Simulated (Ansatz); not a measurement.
A further run on Cs2Cl2⁻.

```yaml
crystal:
  periodic: [false, false, false]
  atoms:
    - {symbol: Cs, position_ang: [-2.040083, -0.915130, 0.537783]}
    - {symbol: Cs, position_ang: [2.039945, 0.915788, -0.537198]}
    - {symbol: Cl, position_ang: [0.981425, -1.229904, 1.630164]}
    - {symbol: Cl, position_ang: [-0.981277, 1.229246, -1.630749]}
basis:
  gaussian: {orbitals: def2-TZVPP}
total_charge: -1
magnetization: {spin_polarized: true, initial_magnetization: 1}
hamiltonian: {xc: {name: r2SCAN0}}
scf: {omitted_lower_state_checks: [starts]}
output: {forces: true}
```

```sh
$ ansatz run in.yaml --threads 4 --pin off --events-out ev --progress --plain --max-ram 3916MiB
```

It prints (some lines left out):

```
Functional definition: r2SCAN0
1130 factors; their error is unknown
mean field evaluation 1: about -26146.7372 eV, gradient 3.8e0 eV
mean field evaluation 2: about -26146.8589 eV, gradient 2.9e0 eV
mean field evaluation 4: about -26146.9114 eV, gradient 1.7e-1 eV
mean field evaluation 8: about -26147.0130 eV, gradient 3.6e-2 eV
mean field evaluation 16: about -26147.0131 eV, gradient 3.7e-4 eV
mean field -26147.01310743 eV, -960.8850086161 hartree, gradient 7.1e-6 eV, S^2 0.750094; 0 other end points of the search recorded, 0 dependent functions left out
reference -26147.01321722 eV, -960.8850126507 hartree; 27, 26 occupied and 129, 130 virtual orbitals, 1130 factors
Total energy: -26147.01321722 eV, -960.8850126507 hartree
Atom 0 at    -2.040083    -0.915130     0.537783 Å, force     0.060641     0.027150    -0.016033 eV/Å
Atom 1 at     2.039945     0.915788    -0.537198 Å, force    -0.060615    -0.027272     0.015925 eV/Å
Atom 2 at     0.981425    -1.229904     1.630164 Å, force    -0.031261     0.039222    -0.051873 eV/Å
Atom 3 at    -0.981277     1.229246    -1.630749 Å, force     0.031235    -0.039100     0.051981 eV/Å
Dipole moment:     0.000077    -0.000355    -0.000314 e Å
Checks for a lower state left out: starts
```

It took 14 s on 4 threads of Arm Neoverse V2 on a shared host, peak host memory 0.68 GiB.

In the def2 sets Cs takes a core potential; there is no spin–orbit coupling. The highest occupied level of an anion often lies above zero with these methods, and sets without diffuse functions describe the outer electron poorly.

The dipole of an ion depends on the origin.
